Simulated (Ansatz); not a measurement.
`N=[C](O)[AlH][SH]` and `N=[C](O)[GeH2][OH]` differ in one atom or group.

Ansatz, PBE0-D4/def2-TZVP geometries, multiplicity 1. Each molecule was computed in one conformer, which needn't be the lowest.

Scalar relativity is left out up to krypton.

| property | `N=[C](O)[AlH][SH]` |
| --- | --- |
| LUMO energy (ωB97M-V/def2-TZVPP) / eV | 0.18 |
| HOMO–LUMO gap (PBE0/def2-TZVPP) / eV | 6.22 |
| HOMO–LUMO gap (ωB97M-V/def2-TZVPP) / eV | 10.17 |
| size of the dipole moment (ωB97M-V/def2-TZVPP) / D | 2.63 |
| HOMO–LUMO gap (B3LYP/def2-TZVPP) / eV | 5.76 |
| LUMO energy (PBE0/def2-TZVPP) / eV | -1.58 |

(1) What does the change do to each property? (Best estimate.)

## Answers

(1) The calculation gave: 
```tsv
property	`N=[C](O)[GeH2][OH]`	shift
LUMO energy (ωB97M-V/def2-TZVPP) / eV	1.29	1.11
HOMO–LUMO gap (PBE0/def2-TZVPP) / eV	7.07	0.85
HOMO–LUMO gap (ωB97M-V/def2-TZVPP) / eV	11.35	1.18
size of the dipole moment (ωB97M-V/def2-TZVPP) / D	1.14	-1.49
HOMO–LUMO gap (B3LYP/def2-TZVPP) / eV	6.60	0.84
LUMO energy (PBE0/def2-TZVPP) / eV	-0.68	0.90
```

With PBE0 the HOMO rises by 0.05 eV and the LUMO rises by 0.90 eV, so the gap widens by about 0.85 eV. PBE moves the HOMO by 0.09 eV and ωB97M-V by -0.07 eV. Dipoles are sizes alone; their direction can turn.

B3LYP here is the variant with VWN-RPA as its local correlation; programs differ in this.
